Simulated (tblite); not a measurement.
Species: C₃H₄F₃NSi.
Numbering: `[CH3:1][C@@H:2]([C:3]#[N:4])[Si:5]([F:6])([F:7])[F:8]` (hydrogens: H9, H10, H11 on C1; H12 on C2)

Computed with GFN2-xTB (tblite), gas phase: L-BFGS steps from a force-field or distance-geometry start until the largest atomic force falls under 0.01 eV/Å.

Step 7: E = -746.9230 eV
```
atom  x, y, z in Å  |  force x, y, z in eV/Å
C1     -1.4166   -0.2464    0.3648   -0.007  -0.028  -0.033
C2     -0.2057    0.1271   -0.5008    0.063   0.046  -0.061
C3     -0.1213    1.5559   -0.6528    0.054   0.364   0.039
N4     -0.0371    2.6925   -0.7458   -0.075  -0.152  -0.016
Si5     1.4239   -0.5298    0.1727    0.133  -0.078   0.048
F6      1.3881   -2.1106    0.2895    0.034  -0.010   0.037
F7      2.6525   -0.1978   -0.7666    0.053  -0.013   0.032
F8      1.7839    0.0092    1.6148    0.038  -0.031   0.010
H9     -1.4861   -1.3281    0.4352   -0.074  -0.032   0.040
H10    -2.3217    0.1405   -0.0965   -0.078  -0.007   0.077
H11    -1.3216    0.1647    1.3686   -0.021   0.005  -0.073
H12    -0.3373   -0.2779   -1.5092   -0.120  -0.066  -0.099
```

Step 8: E = -746.9272 eV
```
atom  x, y, z in Å  |  force x, y, z in eV/Å
C1     -1.4198   -0.2468    0.3636    0.045  -0.008  -0.053
C2     -0.2089    0.1277   -0.5072    0.099   0.049  -0.007
C3     -0.1253    1.5603   -0.6518    0.070   0.294   0.001
N4     -0.0393    2.6970   -0.7471   -0.085  -0.207   0.005
Si5     1.4260   -0.5306    0.1741    0.070  -0.056   0.009
F6      1.3963   -2.1124    0.2943    0.014   0.032   0.027
F7      2.6604   -0.2021   -0.7607    0.012  -0.010   0.044
F8      1.7930    0.0038    1.6180    0.000  -0.036  -0.049
H9     -1.4873   -1.3294    0.4360   -0.079   0.003   0.033
H10    -2.3275    0.1414   -0.0933   -0.047  -0.028   0.074
H11    -1.3208    0.1668    1.3668   -0.020  -0.011  -0.091
H12    -0.3457   -0.2764   -1.5187   -0.080  -0.021   0.005
```

Task: Estimate the geometry and energy of step 9. (The exact step hangs on the optimiser's Hessian estimate; all steps are aligned on step 8, rigid shifts and turns removed.)

Result: E = -746.9291 eV, largest force 0.116 eV/Å
```
atom  x, y, z in Å  |  force x, y, z in eV/Å
C1     -1.4204   -0.2472    0.3618    0.056   0.006  -0.053
C2     -0.2083    0.1290   -0.5106    0.078   0.029   0.018
C3     -0.1257    1.5640   -0.6505    0.055   0.093  -0.017
N4     -0.0419    2.6997   -0.7482   -0.073  -0.090   0.008
Si5     1.4286   -0.5320    0.1749    0.006  -0.021  -0.024
F6      1.4000   -2.1135    0.2970    0.007   0.027   0.024
F7      2.6646   -0.2039   -0.7579    0.010  -0.009   0.041
F8      1.7970    0.0011    1.6191   -0.010  -0.033  -0.057
H9     -1.4896   -1.3301    0.4371   -0.063   0.025   0.017
H10    -2.3311    0.1413   -0.0903   -0.016  -0.035   0.056
H11    -1.3210    0.1676    1.3643   -0.009  -0.012  -0.077
H12    -0.3511   -0.2765   -1.5229   -0.041   0.021   0.063
```

The energy changes by -0.0019 eV. The first-order estimate −F·Δx gives -0.0028 eV and the mean of the old and new forces, exact on a quadratic surface, -0.0019 eV. The step makes an angle of 65° with the force vector and moves no atom by more than 0.007 Å.

The cost below is that of the whole relaxation. The run took 0.32 s wall on one thread, Arm Neoverse N1 (aarch64), no GPU, shared host.
